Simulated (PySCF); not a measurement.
Choosing a basis for TDDFT

Arsenic tetramer, As4.
Atom-mapped SMILES: `[As:1]12[As:2]3[As:3]1[As:4]23`

TDDFT with PBE0 (PySCF), vertical singlets, core orbitals frozen in the response, spherical d and f functions. Geometry: PBE0-D3(BJ)/def2-SVP; no solvent, vibrations or thermal averaging. The PBE0/6-31G* calculation is non-relativistic and has no spin–orbit coupling, an omission that weighs most on arsenic.

**Question.** Compare 6-31G*, def2-SVP, aug-cc-pVDZ, def2-SVPD, def2-TZVP, def2-TZVPD and aug-cc-pVTZ for this molecule.

**Answer.** 

| basis | functions | diffuse | S1 (eV) | S2 (eV) | S3 (eV) | S4 (eV) | S5 (eV) | LUMO (eV) | α (au) |
| --- | --- | --- | --- | --- | --- | --- | --- | --- | --- |
| 6-31G* | 128 | no | 4.49 | 4.49 | 4.49 | 4.85 | 4.85 | -1.08 | 104.7 |
| def2-SVP | 128 | no | 4.55 | 4.56 | 4.56 | 5.03 | 5.04 | -1.01 | 99.4 |
| aug-cc-pVDZ | 144 | yes | 4.48 | 4.48 | 4.48 | 4.70 | 4.70 | -1.11 | 115.9 |
| def2-SVPD | 152 | yes | 4.50 | 4.50 | 4.50 | 4.81 | 4.82 | -1.06 | 114.1 |
| def2-TZVP | 192 | no | 4.49 | 4.49 | 4.49 | 4.92 | 4.93 | -1.04 | 109.1 |
| def2-TZVPD | 216 | yes | 4.46 | 4.47 | 4.47 | 4.76 | 4.76 | -1.10 | 116.4 |
| aug-cc-pVTZ | 236 | yes | 4.45 | 4.45 | 4.45 | 4.70 | 4.70 | -1.12 | 117.7 |

States are compared by their number. Against the largest diffuse basis here (aug-cc-pVTZ, itself not a converged limit), sets without diffuse functions differ by up to 0.10 eV in S1 and 0.34 eV in S5; the smaller diffuse sets differ by up to 0.05 and 0.11 eV. State by state, the largest deviation of a set without diffuse functions is S1 0.10, S2 0.10, S3 0.10, S4 0.34, S5 0.34 eV. The same number needn't mean the same state in each row. Against aug-cc-pVTZ the polarisability deviates by -11% in 6-31G*, -16% in def2-SVP, -2% in aug-cc-pVDZ, -3% in def2-SVPD, -7% in def2-TZVP, -1% in def2-TZVPD.
